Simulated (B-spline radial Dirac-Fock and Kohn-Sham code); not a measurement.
**Relativistic shifts of the levels of Yb¹³⁺**

System: Yb¹³⁺ in the configuration [Kr] 4d10 4f10 5s1.

Both columns are ΔSCF binding energies of the configuration average from a B-spline atomic structure program: non-relativistic Hartree-Fock with a point nucleus, and Dirac-Fock with a finite nucleus and the Coulomb interaction alone, averaged over the two j levels with weights 2j+1.

```
shell  Hartree-Fock (eV)  Dirac-Fock (eV)  shift (eV)  shift (%)
   1s            57475.2          61905.2    +4429.95      +7.71
   2s             9650.7          10814.3    +1163.64     +12.06
   2p             9217.0           9599.9     +382.86      +4.15
   3s             2410.2           2694.2     +284.07     +11.79
   3p             2212.0           2317.7     +105.75      +4.78
   3d             1846.7           1833.1      -13.60      -0.74
   4p              615.4            641.6      +26.23      +4.26
   4d              466.2            464.6       -1.66      -0.36
   4f              277.6            271.9       -5.67      -2.04
   5s              267.6            284.9      +17.29      +6.46
```

Relativity binds 1s, 2s, 2p, 3s, 3p, 4p, 5s more strongly, among those listed most of all 2s in relative terms, and 3d, 4d, 4f more weakly, because the contracted s and p shells screen the nucleus better.

Values without a named source are computed, but for edge energies of neutral atoms, which are taken from tables.
